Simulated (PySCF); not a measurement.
## `C#C[C@@H]1C=COC1=O`, C6H4O2

Geometry:
| atom | x (Å) | y (Å) | z (Å) |
| --- | --- | --- | --- |
| C1 | -2.299 | 1.199 | -0.475 |
| C2 | -1.358 | 0.673 | 0.044 |
| C3 | -0.191 | 0.040 | 0.629 |
| C4 | 1.105 | 0.629 | 0.153 |
| C5 | 1.782 | -0.325 | -0.472 |
| O6 | 1.135 | -1.536 | -0.491 |
| C7 | -0.055 | -1.413 | 0.148 |
| O8 | -0.821 | -2.315 | 0.290 |
| H9 | -3.138 | 1.655 | -0.908 |
| H10 | -0.290 | 0.054 | 1.720 |
| H11 | 1.390 | 1.651 | 0.291 |
| H12 | 2.741 | -0.312 | -0.955 |

Method: PySCF 2.14.0, GIAO HF/pcSseg-1 magnetisability, rotational g tensor and spin-rotation constants, non-relativistic, gas phase. Geometry: GFN2-xTB.

Problem. How diamagnetic is it, and how anisotropic?

Solution. Isotropic -1015 × 10⁻³⁰ J/T², or -61.1 × 10⁻⁶ cm³/mol; principal values -1199, -946, -899 × 10⁻³⁰ J/T², anisotropy 280 × 10⁻³⁰ J/T² (root of half the summed squared differences of the principal values). The susceptibility is in cgs units.

Problem. Split it along the inertial axes a, b, c into diamagnetic and paramagnetic parts about the centre of mass, with the quadrupole moment.

Solution. 
```
axis  χ (10⁻⁶ cm³/mol)  diamagnetic (10⁻⁶ cm³/mol)  paramagnetic (10⁻⁶ cm³/mol)  summed x² of all electrons (Å²)  quadrupole Θ (D Å)
   a             -62.1                      -425.3                        363.2                            129.3               +6.46
   b             -54.5                      -639.2                        584.7                             78.9               -7.89
   c             -66.7                      -883.6                        816.9                             21.3               +1.42
```
Anisotropies 2χaa − χbb − χcc = -3.1 and 2χbb − χaa − χcc = +19.9 × 10⁻⁶ cm³/mol. Θ is traceless in Buckingham's convention.

Problem. And the rotational g tensor?

Solution. 
| axis | rotational constant (GHz) | g | nuclear part | electronic part |
| --- | --- | --- | --- | --- |
| a | 3.4454 | -0.0347 | 0.5532 | -0.5879 |
| b | 2.0855 | -0.0203 | 0.5526 | -0.5729 |
| c | 1.4433 | -0.0094 | 0.5445 | -0.5539 |

Asymmetric top; isotopes 12C, 1H, 16O; no vibrational averaging.
